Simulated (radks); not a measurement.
Te+, 51 electrons, occupied as [Kr] 4d10 5s2 5p3 (the NIST ground configuration). Method: non-relativistic Kohn-Sham, revTPSS, spin-unpolarised, spherical densities, point nucleus; meta-GGA in the generalised Kohn-Sham scheme; relativity is left out, which matters for an element this heavy; computed with a radial shooting solver on a logarithmic mesh with Libxc functionals.

Unscreened Slater integrals over Kohn-Sham orbitals (cm^-1). Empty in this configuration: 5d.

| integral | value |
|---|---|
| F0(5p,5p) | 79258 |
| F2(5p,5p) | 42696 |
| F0(5p,5s) | 85221 |
| G1(5p,5s) | 57204 |
| F0(5p,4d) | 99877 |
| F2(5p,4d) | 25862 |
| G1(5p,4d) | 7825.1 |
| G3(5p,4d) | 7217.7 |
| F0(5p,4p) | 101190 |
| F2(5p,4p) | 22143 |
| G0(5p,4p) | 4120.1 |
| G2(5p,4p) | 5275.8 |
| F0(5p,5d) | 54895 |
| F2(5p,5d) | 23406 |
| G1(5p,5d) | 24958 |
| G3(5p,5d) | 15217 |
| F0(5s,5s) | 93135 |
| F0(5s,4d) | 114910 |
| G2(5s,4d) | 12395 |
| F0(5s,4p) | 116860 |
| G1(5s,4p) | 7387.6 |
| F0(5s,5d) | 56499 |
| G2(5s,5d) | 14234 |
| F0(4d,4d) | 206040 |
| F2(4d,4d) | 104200 |
| F4(4d,4d) | 69027 |
| F0(4d,4p) | 219740 |
| F2(4d,4p) | 111990 |
| G1(4d,4p) | 142620 |
| G3(4d,4p) | 88390 |
| F0(4d,5d) | 59947 |
| F2(4d,5d) | 8133.9 |
| F4(4d,5d) | 2976.9 |
| G0(4d,5d) | 1719.7 |
| G2(4d,5d) | 1974.1 |
| G4(4d,5d) | 1574.4 |
| F0(4p,4p) | 236470 |
| F2(4p,4p) | 124450 |
| F0(4p,5d) | 60322 |
| F2(4p,5d) | 6843.5 |
| G1(4p,5d) | 2272.4 |
| G3(4p,5d) | 1714.8 |
| F0(5d,5d) | 44924 |
| F2(5d,5d) | 22872 |
| F4(5d,5d) | 14824 |

Derived for the open shells (J is the average intra-shell exchange parameter used in DFT+U). 5p: J = F2/5 = 8539 cm^-1.
